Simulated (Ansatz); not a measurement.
Two isomers of C2H9BOSi: A = `CCBO[SiH3]`, B = `B[SiH2]OCC`.

Computed with Ansatz on PBE0-D4/def2-TZVP structures; ΔE is electronic, products minus reactants. CBS: MP2 limit from def2 TZ/QZ plus the TZ coupled-cluster correction, frozen cores. DFT in def2-TZVPP. B3LYP here is the variant with VWN-RPA as its local correlation; programs differ in this. One conformer a species, not always the lowest.

(1) Which is lower in electronic energy at CCSD(T)/CBS, and by how much? (Best estimate.)

(2) Give E(B) − E(A) in kJ/mol with CCSD(T)/def2-TZVPP, r2SCAN-D4, B2PLYP, MP2/def2-TZVPP, BLYP-D4, B3LYP, HF/def2-TZVPP. (Best estimate.)

(3) Does the order hold for the free energy at 298.15 K (harmonic terms from PBE0-D4)? (Best estimate.)

Largest T1 diagnostic: 0.011.

Answers

(1) Ansatz gave: A, by 249.4 kJ/mol.

(2) Ansatz gave: CCSD(T)/def2-TZVPP 248.8, r2SCAN-D4 248.1, B2PLYP 252.5, MP2/def2-TZVPP 259.5, BLYP-D4 242.6, B3LYP 248.5, HF/def2-TZVPP 249.4. None reverses the order clearly.

(3) The calculation gave: Yes: G(B) − G(A) = +248.7 kJ/mol, for one conformer each. Modes under 60 cm⁻¹, often nearly free rotors, make the harmonic entropy too high.

From PBE to PBE0 (25 % exact exchange), in def2-TZVPP and without D4, E(B) − E(A) moves by +4.2 kJ/mol. Leaving LDA and LC-ωPBE aside and taking each functional with its dispersion term where it has one, the values, not all of them listed here, spread over 17.4 kJ/mol, from revPBE-D4 to B2PLYP. LDA lies +9.4 kJ/mol from PBE without D4.
